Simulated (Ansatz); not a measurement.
`F[Si]O[SiH3]` + H₂S → `F[Si]S` + `O[SiH3]` at 500 K and 1 bar (ligand exchange at the Si–O bond).

Gas-phase electronic energies from Ansatz, PBE0-D4/def2-TZVP geometries. CBS: MP2 limit from def2 TZ/QZ plus the TZ coupled-cluster correction, frozen cores. This one scheme is used for every species. One conformer a species, not always the lowest.

| species | CCSD(T)/CBS energy (Eh) | H − E (kJ/mol) | S (J/(mol·K)) |
| --- | --- | --- | --- |
| `F[Si]O[SiH3]` | -755.04483 | 122.9 | 392.2 |
| H₂S | -398.97279 | 57.0 | 224.0 |
| `F[Si]S` | -787.30018 | 57.7 | 315.6 |
| `O[SiH3]` | -366.69042 | 127.5 | 292.9 |

H − E and S are ideal-gas, rigid-rotor, harmonic terms from PBE0-D4/def2-TZVP, for one conformer and one mirror image of each species. 1 Eh = 2625.50 kJ/mol, R = 8.31446 J/(mol·K).

Q: By hand: ΔE, ΔH, ΔS and ΔG.

A: ΔE = (-787.30018) + (-366.69042) − (-755.04483) − (-398.97279) = 0.02702 Eh = 70.9 kJ/mol. Δ(H − E) = 57.7 + 127.5 − 122.9 − 57.0 = 5.3, so ΔH = 76.2 kJ/mol. ΔS = 315.6 + 292.9 − 392.2 − 224.0 = -7.7 J/(mol·K). ΔG = 76.2 − 500 × (-7.7)/1000 = 80.0 kJ/mol.

Q: By hand: the equilibrium constant, and the temperature at which ΔG would vanish if ΔH and ΔS stayed fixed.

A: log₁₀ K = −ΔG/(RT ln 10) = -8.4. ΔH and −TΔS have one sign here, so there is no such temperature.

The number of gas molecules stays the same, so ΔS is small and ΔH decides. A doubt of 5 kJ/mol in ΔE shifts log₁₀ K by 0.5 here. Other conformers and mirror images would add mixing entropy, several J/(mol·K) or more a flexible species. Modes under 60 cm⁻¹, often nearly free rotors, make the harmonic entropy too high. These are equilibria of isolated gas molecules and say nothing of rates. Largest T1 diagnostic: 0.015 (customary marks: 0.02 for closed shells, 0.045 for open ones).

ΔS is within the doubt of such terms, so its sign, and with it that verdict, could turn.
